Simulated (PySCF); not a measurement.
```xyz
13

C     -0.9955    -1.0912    -0.2742
N     -0.0428    -0.0366     0.0668
Si    -0.6388     1.5825     0.0648
Si     1.6107    -0.5022     0.2268
H     -1.9958    -0.8461     0.0967
H     -1.0689    -1.2543    -1.3557
H     -0.7073    -2.0401     0.1893
H     -1.8316     1.6726     0.9528
H     -1.0735     2.0253    -1.2918
H      0.4372     2.4822     0.5471
H      1.7187    -1.6178     1.2082
H      2.3896     0.6729     0.6880
H      2.1877    -0.9963    -1.0571
```

Charge 0, multiplicity 1.

### Question
Give the Mulliken and meta-Löwdin atomic charges from PBE0-D4/def2-TZVP in PySCF 2.14.0.

### Answer

```
atom  Mulliken (e)  meta-Löwdin (e)
----  ------------  ---------------
C1           -0.33            -0.24
N2           -0.26            -0.65
Si3           0.18             0.60
Si4           0.18             0.60
H5            0.13             0.12
H6            0.13             0.11
H7            0.13             0.12
H8           -0.03            -0.11
H9           -0.04            -0.12
H10          -0.02            -0.09
H11          -0.03            -0.11
H12          -0.02            -0.09
H13          -0.04            -0.12
```
